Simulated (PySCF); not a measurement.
**Stationary points of SrI2**

Computed with B3LYP/[Sr def2-TZVP with ECP28, I def2-TZVP with ECP28], scalar-relativistic core potentials, density fitting, no spin–orbit coupling, PySCF.

Relaxations began from a few typed shapes. The search is not exhaustive: other isomers or separated fragments can lie lower, and high-lying points may rest on an excited occupation.

Which is the lowest minimum found?
A. singlet C2v: Sr–I 3.011 Å (×2); I–Sr–I 163.6°
B. singlet D∞h: Sr–I 3.014 Å (×2); I–Sr–I 180.0°

A. The others lie at 0.0 (singlet D∞h) kJ/mol above it.

Counting electrons, strontium keeps none of its valence electrons outside its bonds, so the VSEPR class is AX2 and the expected shape is linear (D∞h). The calculation gives C2v instead. Heavy alkaline-earth centres are the known exception: their polarisable core and low (n−1)d orbitals favour bending; the Mulliken d population here is 0.48.
